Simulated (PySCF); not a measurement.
Field gradients from PBE0/pcSseg-1 densities (PySCF, non-relativistic) at GFN2-xTB geometries, isolated species, one conformer each; χzz is the principal value of largest magnitude, with Q(14N) = 0.02044 b, Q(17O) = −0.0256 b, Q(33S) = −0.0678 b. Where η is near 1, a small change in the tensor can flip the sign of χzz. GFN2-xTB bond lengths can be off by several hundredths of an ångström, more for odd bonds, and the gradients follow them. A larger basis could move these couplings by a tenth or more.

(1) Rank these 14N sites by the size of the quadrupole coupling, smallest first.
A. N7 (C=N nitrogen) in `[CH2:1]=[CH:2][N:3]1[CH2:4][CH2:5][CH:6]=[N:7]1`
B. The nitrile nitrogen of `CC[C@@H](C#N)[SiH2]OC(C)=O`
C. N3 (pyrrole-type nitrogen) in `[CH3:1][CH2:2][n:3]1[cH:4][cH:5][n:6][cH:7]1`
D. N1 (imine nitrogen) in `[H]/[N:1]=[CH:2]\[C@H:3]1[CH:4]=[N:5][CH2:6][CH2:7]1`
E. The nitrogen bound to a thiocarbonyl carbon of `CCNC(=S)C#CC1CC1`
F. The nitrile nitrogen of `C=C[C@@H](OC)[C@H](C#N)O[SiH3]`

(2) These 17O couplings (χzz in MHz, η) are listed in rising order: (-10.90, 0.37); (-9.974, 0.41); (-9.167, 0.53); (-8.129, 0.09); (12.28, 0.91). Assign them to: O3 (silyl ether oxygen) in `[CH3:1][CH2:2][O:3][Si@@H:4]([OH:5])[n:6]1[cH:7][cH:8][cH:9][cH:10]1`; O4 (silanol oxygen) in `[CH3:1][O:2][Si@@H:3]([OH:4])[n:5]1[cH:6][cH:7][c:8]([CH3:9])[cH:10]1`; O3 (ether oxygen) in `[CH3:1][CH2:2][O:3][CH2:4][c:5]1[cH:6][n:7][o:8][c:9]1[SiH3:10]`; O7 (oxygen singly bound to a carbonyl carbon) in `[CH3:1][CH2:2][C@@H:3]([C:4]#[N:5])[SiH2:6][O:7][C:8]([CH3:9])=[O:10]`; O9 (silyl ether oxygen) in `[CH2:1]=[CH:2][C@@H:3]([O:4][CH3:5])[C@H:6]([C:7]#[N:8])[O:9][SiH3:10]`.

(3) Rank these 33S sites by the size of the quadrupole coupling, smallest first.
A. The sulfide sulfur of `CSc1cccc(CN)c1`
B. The sulfide sulfur of `CCc1ccc(SC)nc1`
C. The thiocarbonyl sulfur of `CCNC(=S)C#CC1CC1`

Results:

(1) C (2.746 MHz), E (4.299 MHz), B (4.530 MHz), F (4.791 MHz), D (5.052 MHz), A (5.969 MHz).

(2) -10.90 MHz, η 0.37: O9 (silyl ether oxygen) in `[CH2:1]=[CH:2][C@@H:3]([O:4][CH3:5])[C@H:6]([C:7]#[N:8])[O:9][SiH3:10]`; -9.974 MHz, η 0.41: O3 (silyl ether oxygen) in `[CH3:1][CH2:2][O:3][Si@@H:4]([OH:5])[n:6]1[cH:7][cH:8][cH:9][cH:10]1`; -9.167 MHz, η 0.53: O4 (silanol oxygen) in `[CH3:1][O:2][Si@@H:3]([OH:4])[n:5]1[cH:6][cH:7][c:8]([CH3:9])[cH:10]1`; -8.129 MHz, η 0.09: O7 (oxygen singly bound to a carbonyl carbon) in `[CH3:1][CH2:2][C@@H:3]([C:4]#[N:5])[SiH2:6][O:7][C:8]([CH3:9])=[O:10]`; 12.28 MHz, η 0.91: O3 (ether oxygen) in `[CH3:1][CH2:2][O:3][CH2:4][c:5]1[cH:6][n:7][o:8][c:9]1[SiH3:10]`.

(3) C (37.48 MHz), B (41.19 MHz), A (44.79 MHz).

All sites together:

```
nucleus                                                                                                                    site  Vzz (au)     η  χzz (MHz)
    14N                                                                      the nitrile nitrogen of CC[C@@H](C#N)[SiH2]OC(C)=O    -0.943  0.09     -4.530
    14N                                              N3 (pyrrole-type nitrogen) in [CH3:1][CH2:2][n:3]1[cH:4][cH:5][n:6][cH:7]1    -0.572  0.25     -2.746
    14N                                                                  the nitrile nitrogen of C=C[C@@H](OC)[C@H](C#N)O[SiH3]    -0.998  0.16     -4.791
    14N                                             N1 (imine nitrogen) in [H]/[N:1]=[CH:2]\[C@H:3]1[CH:4]=[N:5][CH2:6][CH2:7]1    -1.052  0.39     -5.052
    14N                                                    N7 (C=N nitrogen) in [CH2:1]=[CH:2][N:3]1[CH2:4][CH2:5][CH:6]=[N:7]1    -1.243  0.07     -5.969
    14N                                                         the nitrogen bound to a thiocarbonyl carbon of CCNC(=S)C#CC1CC1    -0.895  0.11     -4.299
    17O                         O3 (silyl ether oxygen) in [CH3:1][CH2:2][O:3][Si@@H:4]([OH:5])[n:6]1[cH:7][cH:8][cH:9][cH:10]1     1.658  0.41     -9.974
    17O                            O4 (silanol oxygen) in [CH3:1][O:2][Si@@H:3]([OH:4])[n:5]1[cH:6][cH:7][c:8]([CH3:9])[cH:10]1     1.524  0.53     -9.167
    17O                                    O3 (ether oxygen) in [CH3:1][CH2:2][O:3][CH2:4][c:5]1[cH:6][n:7][o:8][c:9]1[SiH3:10]    -2.042  0.91      12.28
    17O  O7 (oxygen singly bound to a carbonyl carbon) in [CH3:1][CH2:2][C@@H:3]([C:4]#[N:5])[SiH2:6][O:7][C:8]([CH3:9])=[O:10]     1.351  0.09     -8.129
    17O                       O9 (silyl ether oxygen) in [CH2:1]=[CH:2][C@@H:3]([O:4][CH3:5])[C@H:6]([C:7]#[N:8])[O:9][SiH3:10]     1.812  0.37     -10.90
    33S                                                                             the thiocarbonyl sulfur of CCNC(=S)C#CC1CC1    -2.352  0.70      37.48
    33S                                                                                    the sulfide sulfur of CSc1cccc(CN)c1    -2.812  0.73      44.79
    33S                                                                                    the sulfide sulfur of CCc1ccc(SC)nc1    -2.586  0.82      41.19
```
